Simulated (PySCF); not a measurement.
# Gas-phase XPS of cyanoethynyl isothiocyanate, computed

Compound: cyanoethynyl isothiocyanate, C4N2S.
Structure used (PBE0-D3(BJ)/def2-SVP), in Å, numbered top down from 1:
```xyz
7
C4N2S angstrom
N      3.402   -0.818   -1.649
C      2.392   -0.588   -1.117
C      1.206   -0.320   -0.493
C      0.143   -0.078    0.064
N     -0.967    0.175    0.645
C     -2.011    0.399    1.194
S     -3.368    0.695    1.907
```

The calculation used delta-SCF UKS SCAN, pcX-2 on the ionised atom, pcseg-1 elsewhere, spin-free X2C in PySCF. Vertical ΔSCF values, vacuum level as zero.

Task: Give the core binding energies atom by atom.

Result: 
```
atom(s)                            bonded to  level  binding energy (eV)  above the level's lowest (eV)  count
     S7                      C (double bond)   S 1s              2478.04                           0.00      1
     N5                C (double bond) and C   N 1s               407.55                          +2.91      1
     N1                      C (triple bond)   N 1s               404.64                           0.00      1
     C6  N (double bond) and S (double bond)   C 1s               294.04                          +2.38      1
     C4                N and C (triple bond)   C 1s               293.18                          +1.52      1
     C2                N (triple bond) and C   C 1s               292.51                          +0.85      1
     C3                C (triple bond) and C   C 1s               291.66                           0.00      1
```

The listed C 1s values span 2.38 eV, from C3 (bonded to C (triple bond) and C) to C6 (bonded to N (double bond) and S (double bond)).

Lowest listed N 1s: N1, bonded to C (triple bond). Highest, 2.91 eV above it: N5, bonded to C (double bond) and C. Summing the Pauling electronegativity differences to the bonded atoms, each weighted by its formal bond order, gives -1.47 for the lowest site and -1.47 for the highest; the sum is the same at every site.

Task: Which photon wavelength matches the N 1s of N5 threshold?

Result: λ = hc/E = 12398.42 eV Å / 407.55 eV = 30.422 Å.

Not every level is listed. The unrestricted hole states depart most from a pure doublet (⟨S²⟩ = 0.75; over 0.85 named) for C 1s of C4 (0.90) and C 1s of C6 (0.97), which makes these values less certain. Geometry: PBE0-D3(BJ)/def2-SVP; no solvent, vibrations or thermal averaging.

The run took 36 s wall on one thread of an Arm Neoverse V2, shared host.
